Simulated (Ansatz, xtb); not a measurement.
Relative energy of two isomers of GeH6OP+

Structure X: `[OH][GeH2][PH3+]`, a singlet. Structure Y: `[PH3+][O][GeH3]`, a singlet. Both are isolated ions in the gas phase, relaxed with r2SCAN-D4/def2-SVP; the shapes shown needn't be the lowest conformers.

X (Å):

| atom | x (Å) | y (Å) | z (Å) |
| --- | --- | --- | --- |
| Ge | 0.1959 | -0.5656 | -0.5455 |
| O | 1.4987 | -1.5259 | -1.2068 |
| P | -1.4990 | -2.2884 | -0.2946 |
| H | 1.6742 | -1.4232 | -2.1549 |
| H | -0.4525 | 0.4499 | -1.4813 |
| H | 0.4903 | -0.2120 | 0.9023 |
| H | -1.9473 | -2.8317 | -1.5200 |
| H | -2.6860 | -1.9379 | 0.3905 |
| H | -0.9952 | -3.4022 | 0.4146 |

Y (Å):

```xyz
9

Ge    1.1759   -1.6107   -1.2769
O    -0.6848   -1.3513   -1.0716
P    -1.8358   -1.4342   -0.0459
H    -3.0510   -1.0752   -0.6613
H    -1.6737   -0.5722    1.0632
H    -2.0234   -2.7265    0.4969
H     1.3341   -1.2595   -2.7445
H     1.3479   -3.0793   -0.9061
H     1.7604   -0.6230   -0.2736
```

Quicker runs give these differences E(Y) − E(X): GFN2-xTB −8.8 kcal/mol; HF/STO-3G +44.6 kcal/mol (at GFN2-xTB geometries); r2SCAN-D4/def2-SVP//GFN2-xTB +3.5 kcal/mol.

Estimate which is lower in electronic energy at CCSD(T)/def2-TZVP, and by roughly how much.

The CCSD(T)/def2-TZVP calculation puts structure Y lower, by 4.5 kcal/mol.

Level by level:

| level | geometry | E(Y) − E(X) (kcal/mol) | departure from the last row (kcal/mol) | job, with rough time for the two |
| --- | --- | --- | --- | --- |
| GFN2-xTB | GFN2-xTB | −8.8 | −4.3 | optimisation, 0.42 s |
| HF/STO-3G | GFN2-xTB | +44.6 | +49.1 | single point, 0.57 s |
| r2SCAN-D4/def2-SVP//GFN2-xTB | GFN2-xTB | +3.5 | +8.0 | single point, 3.6 s |
| r2SCAN-D4/def2-SVP | r2SCAN-D4/def2-SVP | +2.1 | +6.6 | optimisation, 81 s |
| HF/def2-TZVP | r2SCAN-D4/def2-SVP | −10.8 | −6.3 | part of the CCSD(T) run |
| MP2/def2-TZVP | r2SCAN-D4/def2-SVP | −5.8 | −1.3 | part of the CCSD(T) run |
| CCSD(T)/def2-TZVP | r2SCAN-D4/def2-SVP | −4.5 |  | single point, 67 s |

As drawn, Y has 1 O–P, 1 Ge–H in place of 1 Ge–P, 1 O–H.

HF/STO-3G, r2SCAN-D4/def2-SVP//GFN2-xTB, r2SCAN-D4/def2-SVP put the two in the other order. The largest departure from CCSD(T)/def2-TZVP is that of HF/STO-3G, 49.1 kcal/mol.

With harmonic frequencies from r2SCAN-D4/def2-SVP (ideal gas, rigid rotor, one conformer each, 1000 K, 1 atm): on the last row, ΔE + ΔZPE = −4.6 kcal/mol. A mode under 50 cm⁻¹ makes harmonic enthalpies and free energies unreliable, so none is given.

The correlated steps freeze 15 core orbitals; the filled d shell of Ge is correlated, in a basis made for valence electrons. Run with Ansatz 0.2.0, xtb 6.7.1; the last row on 2 threads of AMD EPYC 7R43 64-Core Processor (Zen 3) on a shared host.
